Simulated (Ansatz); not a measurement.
Ansatz (a first-principles code) input (PBE0/def2-QZVPP):
A basis named .json is the Basis Set Exchange file of that set.

Ansatz 0.2 input:
```yaml
crystal:
  periodic: [false, false, false]
  atoms:
    - {symbol: C, position_ang: [3.64150335, -0.19335333, 0.06409651]}
    - {symbol: C, position_ang: [2.23893742, -0.78852376, 0.14797416]}
    - {symbol: C, position_ang: [1.13894868, 0.23193060, -0.13358028]}
    - {symbol: C, position_ang: [-0.26559653, -0.35704567, -0.05144175]}
    - {symbol: C, position_ang: [-1.36050859, 0.68138960, -0.33399106]}
    - {symbol: C, position_ang: [-2.71981163, 0.13746961, -0.26118787]}
    - {symbol: C, position_ang: [-3.82207106, 0.26896666, 0.42503534]}
    - {symbol: H, position_ang: [3.83546445, 0.21672941, -0.93001110]}
    - {symbol: H, position_ang: [3.76785616, 0.61771850, 0.78538630]}
    - {symbol: H, position_ang: [4.40716346, -0.94354102, 0.26964265]}
    - {symbol: H, position_ang: [2.14930507, -1.61799436, -0.56086749]}
    - {symbol: H, position_ang: [2.08244648, -1.22026588, 1.14176767]}
    - {symbol: H, position_ang: [1.29384045, 0.66475369, -1.12849655]}
    - {symbol: H, position_ang: [1.22757280, 1.06288537, 0.57551588]}
    - {symbol: H, position_ang: [-0.43114054, -0.78607784, 0.94082549]}
    - {symbol: H, position_ang: [-0.36416468, -1.18074988, -0.76389405]}
    - {symbol: H, position_ang: [-1.27249074, 1.51099659, 0.38660826]}
    - {symbol: H, position_ang: [-1.19351309, 1.11932227, -1.32420651]}
    - {symbol: H, position_ang: [-3.90288616, 0.99796337, 1.23624677]}
    - {symbol: H, position_ang: [-4.70786343, -0.32674233, 0.23005242]}
basis:
  gaussian:
    orbitals: def2-QZVPP.json
hamiltonian:
  xc: {name: PBE0}
magnetization: {spin_polarized: true, initial_magnetization: 1}
```

Output:

```
Functional definition: PBE0
integrals: 1.82 GiB planned
2027 factors; their error is unknown
0.94 GiB of the device are held for the grids
8.16 GiB of device memory are held for the factors and their scratch space
mean field: 12.98 GiB planned
mean field evaluation 1: about -7446.2409 eV, gradient 5.9e1 eV
mean field evaluation 2: about -7441.6761 eV, gradient 6.4e1 eV
mean field evaluation 4: about -7462.7280 eV, gradient 3.7e0 eV
mean field evaluation 8: about -7462.7910 eV, gradient 1.4e-1 eV
mean field evaluation 16: about -7462.7885 eV, gradient 1.2e-3 eV
mean field -7462.78846391 eV, -274.2524175889 hartree, gradient 7.3e-5 eV, S^2 0.762133; 0 other end points of the search recorded, 0 dependent functions left out
reference -7462.78851694 eV, -274.2524195379 hartree; 28, 27 occupied and 761, 762 virtual orbitals, 2027 factors
Total energy: -7462.78851694 eV, -274.2524195379 hartree
```

It need not be the lowest isomer of its formula.
